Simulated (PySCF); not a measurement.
dimethyl telluride (C2H6Te), SMILES C[Te]C. Heavy atoms are numbered as in [CH3:1][Te:2][CH3:3]. Hydrogens are named by the atom that carries them.

Geometry optimised at B3LYP-D3(BJ)/def2-SVP. The def2 effective core potentials stand for the cores of Te; spin–orbit coupling is left out.

Level of theory: PySCF with PBE0/def2-TZVPD.

Mulliken values depend strongly on the basis, most of all with diffuse functions as here. ESP charges are fitted to the potential on shells at 1.4 to 2.0 van der Waals radii. Atomic charges (e), one atom of each kind:

```csv
atom,Mulliken,ESP fit
C1 (CH3),-0.69,-0.69
Te2,0.12,0.00
H on C1,0.22,0.23
```
